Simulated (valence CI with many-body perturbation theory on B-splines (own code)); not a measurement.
# Ce: calculated level list

Calculated by relativistic CI+MBPT: four valence electrons over a frozen Dirac-Fock core [Xe], a basis of 7 s, 7 p, 7 d, 7 f, 4 g, 2 h functions for each j, with the one-electron correlation potential Σ1, the two-electron term Σ2, the three-electron term Σ3, Breit, model QED; selected CI, second order for the rest (own B-spline code, finite nucleus).

Set against measurement, 70 paired levels are off by 208 cm⁻¹ on average, the worst by 603. These come from a selection out of the NIST Handbook of Basic Atomic Spectroscopic Data. Levels without a partner in it may be off by more, other configurations by several thousand cm⁻¹. Among the levels kept, up to 710 cm⁻¹ of a level comes from second order outside the variational space, and about a tenth of that is noise between levels of different J, which matters for small intervals.

Levels 91 to 135 of 217, with energies above the lowest level, 4f5d6s² ¹G°_4. "Leading %" is the weight of the configuration and term that name the level; weights of strongly mixed levels are sums over their largest components and can fall short. In the jj column 3d3/2^4 stands for four electrons in 3d with j = 3/2. Lifetimes count E1, E2, E3, M1 and M2 decay at the calculated energies, and are blank where another channel may lead or the interval is too uncertain; long ones can be off by a factor of two.

```
No.  Configuration  Term  J  E (cm⁻¹)  Leading %                   Leading jj  Second component  Lifetime
 91        4f5d²6s   ¹G°  4     10091         28  4f5/2 5d3/2 5d5/2 6s (43 %)  14 % 4f5d²6s ³G°          
 92        4f5d²6s   ³G°  3     10166         28  4f5/2 5d3/2 5d5/2 6s (41 %)  20 % 4f5d²6s ³F°          
 93        4f5d²6s   ⁵S°  2     10251         49  4f7/2 5d3/2 5d5/2 6s (37 %)  11 % 4f5d²6s ³P°    408 ms
 94        4f5d²6s   ¹I°  6     10404         35      4f7/2 5d5/2^2 6s (46 %)  21 % 4f5d²6s ³H°          
 95        4f5d²6s   ³G°  4     10450         36  4f5/2 5d3/2 5d5/2 6s (36 %)  12 % 4f5d²6s ⁵G°          
 96        4f5d²6s   ³G°  3     10461         31  4f7/2 5d3/2 5d5/2 6s (21 %)  16 % 4f5d²6s ³F°          
 97        4f5d²6s   ⁵D°  0     10525         78  4f5/2 5d3/2 5d5/2 6s (64 %)   6 % 4f5d6s² ³P°    11.4 s
 98        4f5d²6s   ³I°  7     10609         86      4f7/2 5d5/2^2 6s (52 %)                     5.37 ms
 99        4f5d²6s   ⁵D°  1     10627         58  4f5/2 5d3/2 5d5/2 6s (59 %)   9 % 4f5d²6s ⁵F°   14.1 ms
100        4f5d²6s   ³G°  3     10659         34  4f7/2 5d3/2 5d5/2 6s (23 %)  18 % 4f5d²6s ³F°          
101        4f5d²6s   ³G°  4     10721         56  4f5/2 5d3/2 5d5/2 6s (41 %)  13 % 4f5d²6s ¹G°          
102        4f5d²6s   ¹D°  2     10733         29  4f5/2 5d3/2 5d5/2 6s (33 %)     8 % 4f5d³ ¹D°          
103        4f5d²6s   ³G°  5     10757         31  4f5/2 5d3/2 5d5/2 6s (31 %)  19 % 4f5d²6s ¹H°   4.23 ms
104        4f5d²6s   ⁵G°  6     10787         67      4f7/2 5d5/2^2 6s (44 %)  16 % 4f5d²6s ³H°          
105        4f5d²6s   ⁵D°  2     10840         47  4f5/2 5d3/2 5d5/2 6s (34 %)  10 % 4f5d²6s ³D°          
106        4f5d²6s   ³G°  4     11149         48      4f5/2 5d5/2^2 6s (28 %)   8 % 4f5d²6s ³F°          
107        4f5d²6s   ³G°  3     11172         56      4f5/2 5d5/2^2 6s (29 %)   5 % 4f5d²6s ¹F°          
108        4f5d²6s   ⁵D°  3     11349         55  4f5/2 5d3/2 5d5/2 6s (23 %)  12 % 4f5d²6s ⁵F°          
109        4f5d²6s   ¹D°  2     11400         19  4f5/2 5d3/2 5d5/2 6s (23 %)   7 % 4f5d²6s ⁵F°          
110        4f5d²6s   ³F°  4     11408         34  4f7/2 5d3/2 5d5/2 6s (38 %)  21 % 4f5d²6s ¹G°          
111        4f5d²6s   ³G°  5     11412         24  4f7/2 5d3/2 5d5/2 6s (33 %)  19 % 4f5d6s² ¹H°   1.34 ms
112        4f5d²6s   ⁵F°  1     11607         31  4f5/2 5d3/2 5d5/2 6s (32 %)  27 % 4f5d²6s ³P°          
113        4f5d²6s   ³G°  4     11634         32      4f5/2 5d5/2^2 6s (36 %)  26 % 4f5d²6s ³H°          
114        4f5d²6s   ³P°  1     11643         41  4f5/2 5d3/2 5d5/2 6s (25 %)  28 % 4f5d²6s ⁵F°          
115        4f5d²6s   ³D°  1     11794         46      4f5/2 5d5/2^2 6s (24 %)   9 % 4f5d6s² ³D°          
116        4f5d²6s   ⁵F°  2     11797         64  4f7/2 5d3/2 5d5/2 6s (26 %)   7 % 4f5d²6s ³D°          
117         4f²6s²    ¹G  4     11819         36          4f7/2^2 6s^2 (66 %)    31 % 4f²6s² ³F          
118        4f²5d6s    ⁵I  4     11871         40      4f5/2^2 5d3/2 6s (42 %)   11 % 4f²5d6s ³H    906 ns
119        4f5d²6s   ³G°  5     11892         67  4f7/2 5d3/2 5d5/2 6s (36 %)     5 % 4f5d³ ³G°          
120          4f5d³   ⁵I°  4     11946         79   4f5/2 5d3/2^2 5d5/2 (35 %)     4 % 4f5d³ ³H°          
121        4f5d²6s   ³P°  0     11950         63  4f7/2 5d3/2 5d5/2 6s (40 %)  12 % 4f5d²6s ¹S°    1.47 s
122        4f5d²6s   ⁵F°  3     12045         70  4f7/2 5d3/2 5d5/2 6s (33 %)   8 % 4f5d²6s ⁵D°   11.8 ms
123        4f²5d6s    ⁵K  5     12071         75      4f5/2^2 5d3/2 6s (72 %)    7 % 4f²5d6s ³I          
124        4f5d²6s   ⁵D°  4     12078         80  4f7/2 5d3/2 5d5/2 6s (49 %)   5 % 4f5d²6s ⁵F°          
125        4f5d²6s   ³D°  2     12170         21      4f5/2 5d5/2^2 6s (31 %)  13 % 4f5d²6s ⁵D°          
126        4f5d²6s   ³H°  5     12177         40  4f7/2 5d3/2 5d5/2 6s (47 %)  13 % 4f5d²6s ³G°          
127        4f5d²6s   ¹G°  4     12285         21  4f7/2 5d3/2 5d5/2 6s (40 %)  15 % 4f5d²6s ³G°          
128        4f²5d6s    ⁵I  5     12336         28      4f5/2^2 5d3/2 6s (42 %)   16 % 4f²5d6s ³H          
129        4f5d²6s   ³P°  2     12359         42  4f5/2 5d3/2 5d5/2 6s (22 %)   7 % 4f5d²6s ³F°          
130        4f5d²6s   ³D°  1     12421         51  4f5/2 5d3/2 5d5/2 6s (24 %)    13 % 4f5d³ ³D°          
131          4f5d³   ⁵I°  5     12559         79   4f5/2 5d3/2^2 5d5/2 (56 %)     5 % 4f5d³ ³H°          
132        4f5d²6s   ⁵F°  4     12590         74  4f7/2 5d3/2 5d5/2 6s (23 %)   5 % 4f5d²6s ⁵D°          
133       4f5d6s6p    ⁵G  2     12602         39  4f5/2 5d3/2 6s 6p1/2 (39 %)   35 % 4f²5d6s ⁵G    662 ns
134        4f5d²6s   ¹P°  1     12611         23      4f5/2 5d5/2^2 6s (23 %)  15 % 4f5d²6s ³S°          
135        4f5d²6s   ³G°  5     12652         58  4f7/2 5d3/2 5d5/2 6s (35 %)  10 % 4f5d²6s ¹H°
```

Names give the largest LS component (configuration and term), which can be under half, so a name can repeat, a term be missing and a line seem to break the LS rules; names also repeat where a configuration has a term twice.

Where two levels of one J and parity lie close, their mixing, g and order are uncertain.
